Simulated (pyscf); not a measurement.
This saddle point was located with ωB97X-D3(BJ)/def2-SVP in PySCF.

```xyz
8

Ga     0.0907     0.3397     0.9498
F     -0.0457     0.9054     2.5953
O     -1.8734    -0.9882    -1.5934
Si    -0.5155    -0.0860    -1.2762
H     -2.6770    -0.6397    -1.1869
H     -1.5976     0.6152     0.1728
H      0.5042    -0.9361    -1.9536
H     -0.3724     1.3209    -1.7402
```
Charge 0, spin multiplicity 1.

Surface: singlet, charge 0. Lowest wavenumbers (cm⁻¹): 455i, 98, 148, 229, 335.

**Question.** Which two sides does it connect, and which bonds change?

**Answer.** `[F][Ga]` [singlet] + `[OH][SiH3]` ⇌ `[OH][SiH2][GaH][F]`, an insertion read from left to right: H–Si broken and Ga–Si, Ga–H formed. At CCSD(T)/def2-TZVPP + ΔMP2(QZVPP) it lies +41.7 kcal/mol from the left side and +38.9 kcal/mol from the right (each side as separated species at their lowest minima found). The reactants may also form a dative adduct at F–Ga [singlet]; it and routes through it were not searched. HO–SiH₂–GaH–F lies 16.8 kcal/mol over its isomer F–GaH–O–SiH₃ (electronic energy, ωB97M-D3(BJ)/def2-TZVP). This is the saddle that the search found; another between the same sides may lie lower. The CCSD(T) − MP2 part came from Ansatz, without density fitting, on the same reference. The frozen core leaves the outer d or s,p core shells of the metals and heavy elements correlated in the MP2 and CC values, and def2-TZVPP describes them poorly, which can shift differences by a few kcal/mol. Elements up to Kr have no core potential and no relativistic terms here.
